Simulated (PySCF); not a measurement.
C3H5ClOSi, SMILES C=C=C(Cl)[SiH2]O.

Geometry optimised at PBE-D3(BJ)/def2-SVP. The structure was generated by enumeration, and PubChem lists no compound with its InChIKey, so it may never have been made. The values are those of a single conformer.

Method: PBE-D3(BJ)/def2-SVP (PySCF 2.14.0).

Frequencies are harmonic and unscaled.

Q: Give all harmonic wavenumbers and intensities. (The exact figures need the calculation; the answer reports its results.)

A: 
| mode | ν (cm⁻¹) | IR (km/mol) | moving atoms (share of kinetic energy) |
|---|---|---|---|
| 1 | 60 | 2.2 | H 32 %, O 30 %, Si 21 %, C 9 %, Cl 9 % |
| 2 | 77 | 4.5 | C 34 %, O 32 %, H 22 % |
| 3 | 158 | 18.2 | C 32 %, H 29 %, Cl 22 %, Si 16 % |
| 4 | 179 | 31.3 | C 35 %, H 34 %, Cl 18 % |
| 5 | 202 | 39.1 | H 42 %, C 40 %, Cl 9 % |
| 6 | 271 | 39.7 | O 43 %, H 18 %, Si 14 %, Cl 14 %, C 10 % |
| 7 | 368 | 2.0 | C 63 %, H 36 % |
| 8 | 476 | 30.6 | Si 40 %, C 40 %, Cl 11 % |
| 9 | 499 | 15.0 | C 68 %, Cl 26 % |
| 10 | 584 | 3.2 | H 80 %, C 17 % |
| 11 | 625 | 62.0 | H 75 %, Si 15 % |
| 12 | 695 | 14.7 | H 94 % |
| 13 | 800 | 90.9 | H 49 %, O 42 %, Si 9 % |
| 14 | 825 | 47.5 | C 48 %, H 45 % |
| 15 | 834 | 172.0 | H 62 %, C 33 % |
| 16 | 880 | 75.2 | H 70 %, O 16 %, Si 9 % |
| 17 | 898 | 204.0 | H 45 %, C 26 %, Si 20 % |
| 18 | 933 | 67.9 | H 75 %, Si 18 % |
| 19 | 950 | 0.1 | H 64 %, C 36 % |
| 20 | 1184 | 6.1 | C 65 %, H 34 % |
| 21 | 1391 | 5.0 | H 63 %, C 37 % |
| 22 | 1997 | 35.0 | C 99 % |
| 23 | 2154 | 124.6 | H 97 % |
| 24 | 2210 | 93.1 | H 97 % |
| 25 | 3049 | 0.8 | H 95 % |
| 26 | 3134 | 0.0 | H 89 %, C 11 % |
| 27 | 3762 | 59.4 | H 94 % |
